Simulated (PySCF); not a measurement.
HfCl4 at several levels of theory

Computed with PySCF 2.14.0 (density fitting, no spin-orbit coupling) at the geometry relaxed with r2SCAN:

```xyz
5
HfCl4 (singlet)
Hf    0.0000    0.0000    0.0000
Cl    1.3463    1.3463    1.3463
Cl   -1.3463   -1.3463    1.3463
Cl    1.3463   -1.3463   -1.3463
Cl   -1.3463    1.3463   -1.3463
```

```json
{"level": "r2SCAN", "basis": "Hf def2-SVP with ECP60, Cl def2-SVP", "state": "singlet", "HOMO (eV)": "-8.76", "gap (eV)": "5.83", "charge on Hf1 (e)": "0.90", "dipole about the centre of mass (D)": "0.00", "largest force component (eV/Å)": "0.01"}
{"level": "PBE", "basis": "the same", "state": "singlet", "HOMO (eV)": "-8.29", "gap (eV)": "5.31", "charge on Hf1 (e)": "0.70", "dipole about the centre of mass (D)": "0.00", "largest force component (eV/Å)": "0.07"}
{"level": "TPSSh", "basis": "the same", "state": "singlet", "HOMO (eV)": "-9.05", "gap (eV)": "6.36", "charge on Hf1 (e)": "0.91", "dipole about the centre of mass (D)": "0.00", "largest force component (eV/Å)": "0.06"}
{"level": "TPSS", "basis": "the same", "state": "singlet", "HOMO (eV)": "-8.49", "gap (eV)": "5.52", "charge on Hf1 (e)": "0.86", "dipole about the centre of mass (D)": "0.00", "largest force component (eV/Å)": "0.11"}
{"level": "r2SCAN", "basis": "Hf def2-TZVP with ECP60, Cl def2-TZVP", "state": "singlet", "HOMO (eV)": "-8.72", "gap (eV)": "5.83", "charge on Hf1 (e)": "1.25", "dipole about the centre of mass (D)": "0.00", "largest force component (eV/Å)": "0.08"}
{"level": "r2SCAN", "basis": "Hf x2c-SVPall, Cl x2c-SVPall", "state": "singlet", "HOMO (eV)": "-8.82", "gap (eV)": "5.46", "charge on Hf1 (e)": "0.75", "dipole about the centre of mass (D)": "0.00", "largest force component (eV/Å)": "0.49"}
```

Charges are Mulliken's, which hang on the basis. The relaxation used the grid (50, 194), these runs (75, 302) or, all-electron (x2c bases, spin-free X2C Hamiltonian), (99, 590).

Question: What does revPBE with Hf def2-SVP with ECP60, Cl def2-SVP give here?

Answer: state singlet, HOMO (eV) -8.26, gap (eV) 5.33, charge on Hf1 (e) 0.76, dipole about the centre of mass (D) 0.00, largest force component (eV/Å) 0.17. Time: 4.5 s on 2 threads of Arm Neoverse V2, on a shared host, from an already converged density.

In the first row's basis the gap widens with exact exchange: 5.3 to 5.8 eV for PBE, revPBE, TPSS, r2SCAN (none); 6.4 eV for TPSSh (a fixed share).

No frequency check is given that shows the relaxed geometry to be a minimum.
